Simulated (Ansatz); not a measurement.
Reactions of `[SiH3]O[SiH2]S`.

Calculated with Ansatz (gas phase, PBE0-D4/def2-TZVP geometries, no zero-point term in ΔE). CCSD(T)/CBS is the MP2 limit (def2-TZVPP, def2-QZVPP) plus CCSD(T) − MP2 in def2-TZVPP, frozen cores. This one scheme is used for every species. Functionals use def2-TZVPP. def2 core potentials past Kr. For Br, Sn outer-core shells are correlated without core-valence functions, which leaves a few kJ/mol of doubt a bond. Scalar relativity is left out up to krypton. One conformer a species, not always the lowest.

```
                                                                    reaction  ωB97X-V (kJ/mol)  CCSD(T)/CBS(def2) (kJ/mol)
              `[SiH3]O[SiH2]S` + `[OH][AlH2]` → `[AlH2][O][SiH2]S` + silanol                -4                          -4
                              `[SiH3]O[SiH2]S` + HCl → `S[SiH2]Cl` + silanol                19                          21
`[SiH3]O[SiH2]S` + `C=C[SiH2][SiH3]` → `C=C[SiH]([SiH3])[SiH3]` + `O[SiH2]S`                94                          95
                           `[SiH3]O[SiH2]S` + `OCS` → `SCO[SiH2]S` + silanol                10                          10
          `[SiH3]O[SiH2]S` + `[NH2][SnH3]` → `[SiH3][NH][SnH3]` + `O[SiH2]S`                45                          44
                    `[SiH3]O[SiH2]S` + fluoromethane → `FC[SiH2]S` + silanol               133                         137
                            `[SiH3]O[SiH2]S` + HBr → `[SiH3]O[SiH2]Br` + H₂S               -36                         -38
                       `[SiH3]O[SiH2]S` + `BOCO` → `BOCO[SiH3]` + `O[SiH2]S`                20                          21
                               `[SiH3]O[SiH2]S` + H₂O → `O[SiH2]S` + silanol                17                          22
                 `[SiH3]O[SiH2]S` + `O[SiH2]O` → `O[SiH2]O[SiH2]S` + silanol                -1                           0
```

Largest T1 diagnostic: 0.013, for `BOCO[SiH3]`.
